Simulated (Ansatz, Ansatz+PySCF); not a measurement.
```yaml
atoms:
  - { symbol: Be, position_ang: [0.0000, 0.0000, -0.9926] }
  - { symbol: Cl, position_ang: [0.0000, 0.0000, 0.9926] }
```

Basis set: def2-SVP (spherical functions). Correlated methods keep 5 orbitals frozen. Correlation on ROHF uses semicanonical orbitals with singles. Charge 0, multiplicity 2.

Computed with Ansatz (development build ahead of 0.2.0); each method stands on the lowest determinant of its kind that the runs found.

Problem. Give the atomization energy at this shape (free ground-state atoms in the same class of orbitals less the molecule, no zero-point energy) of doublet BeCl by UHF-CCSD(T), UHF-MP2, ROHF-MP2, ROHF, UHF.

Solution.

| method | atomization energy |
| --- | --- |
| UHF-CCSD(T) | 72.57 kcal/mol |
| UHF-MP2 | 88.74 kcal/mol |
| ROHF-MP2 | 85.96 kcal/mol |
| ROHF | 80.11 kcal/mol |
| UHF | 77.49 kcal/mol |

Caution for UHF-CCSD(T), UHF: a free atom is spin contaminated.
